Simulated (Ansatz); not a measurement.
Reaction (ligand exchange at the Si–C bond): `OC([SiH3])S` + `C=C[Si](O)(O)O` → `C=C[Si](O)(O)O[SiH3]` + `OCS`

Gas-phase electronic energies from Ansatz, PBE0-D4/def2-TZVP geometries. CBS: MP2 limit from def2 TZ/QZ plus the TZ coupled-cluster correction, frozen cores. Each species was taken in one conformer, which may not be the lowest.

```json
{"species": "`OC([SiH3])S`", "CCSD(T)/CBS(def2) energy (Eh)": "-803.66233"}
{"species": "`C=C[Si](O)(O)O`", "CCSD(T)/CBS(def2) energy (Eh)": "-594.47286"}
{"species": "`C=C[Si](O)(O)O[SiH3]`", "CCSD(T)/CBS(def2) energy (Eh)": "-884.79208"}
{"species": "`OCS`", "CCSD(T)/CBS(def2) energy (Eh)": "-513.38917"}
```

Problem. Work out ΔE.

Solution. ΔE = (-884.79208) + (-513.38917) − (-803.66233) − (-594.47286) = -0.04606 Eh = -1.25 eV.

Largest T1 diagnostic among the species: 0.012.

In def2-TZVPP, CCSD(T) changes the Hartree–Fock value by +0.31 eV (the triples alone add +0.05 eV) and MP2 by +0.30 eV. From PBE to PBE0 (25 % exact exchange), in def2-TZVPP and without D4, ΔE moves by −0.09 eV.
